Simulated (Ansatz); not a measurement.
Molecule: CH2BCl2, net charge 0, doublet state. It need not be the lowest isomer of its formula. 
Coordinates optimised at B3LYP-D3(BJ)/def2-TZVP (Ansatz, a program for electronic structure):
```
B
C 1 1.5136
H 2 1.0833 1 122.06
H 2 1.0833 3 115.89 1 180.00
Cl 1 1.7625 2 120.62 3 0.00
Cl 1 1.7625 2 120.62 3 180.00
```
Charge 0, spin multiplicity 2.

Basis-set convergence of Hartree-Fock and CCSD(T) correlation energies (hartree) with Ansatz. Valence correlation only, unless marked. Open shells are spin-unrestricted. Spin-orbit coupling is left out. No relativistic terms.

```tsv
basis	functions	E(HF)	E(corr, CCSD(T))
aug-cc-pV(D+d)Z	128	-982.79894	-0.56123
aug-cc-pV(T+d)Z	248	-982.83870	-0.70184
aug-cc-pV(Q+d)Z	430	-982.84868	-0.74720
```

Extrapolating the two largest sets (X = 3 and 4) as X^-3: E(corr) = (64·(-0.74720) - 27·(-0.70184))/37 = -0.7803 Eh, an estimate of the basis-set limit. The largest set recovers 95.8 % of it, the smallest 71.9 %.
